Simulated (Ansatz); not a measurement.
```yaml
crystal:
  periodic: [false, false, false]
  atoms:
    - {symbol: B, position_ang: [-0.832575, 0.092380, -0.014040]}
    - {symbol: B, position_ang: [0.832574, -0.092437, 0.013781]}
    - {symbol: P, position_ang: [-0.169749, -1.581590, -0.347612]}
    - {symbol: P, position_ang: [0.169750, 1.581647, 0.347871]}
basis:
  gaussian: {orbitals: 6-31G, final_grid: {core_spheres: 20, valence_spheres: 16, degree: 47}}
total_charge: -1
magnetization: {spin_polarized: true, initial_magnetization: 1}
hamiltonian: {xc: {name: SVWN5}}
scf: {omitted_lower_state_checks: [starts]}
```

```sh
$ ansatz run in.yaml --threads 4 --pin off --events-out ev --progress --plain --max-ram 3916MiB
```

It prints (some lines left out):

```
Functional definition: SVWN5
532 factors; integrals over basis functions are off by at most 1.5e-4 eV
mean field evaluation 1: about -19843.1474 eV, gradient 4.8e0 eV
mean field evaluation 2: about -19840.3616 eV, gradient 1.7e1 eV
mean field evaluation 4: about -19843.3901 eV, gradient 1.2e0 eV
mean field evaluation 8: about -19843.4021 eV, gradient 3.6e-2 eV
mean field -19843.40215180 eV, -729.2315787377 hartree, gradient 1.8e-5 eV, S^2 0.758887; 0 other end points of the search recorded, 0 dependent functions left out
reference -19843.40217723 eV, -729.2315796720 hartree; 21, 20 occupied and 23, 24 virtual orbitals, 532 factors
Total energy: -19843.40217723 eV, -729.2315796720 hartree
Checks for a lower state left out: starts
```

Hardware: 4 threads of Arm Neoverse V2 on a shared host. Wall time 0.4 s.

The highest occupied level of an anion often lies above zero with these methods, and sets without diffuse functions describe the outer electron poorly.
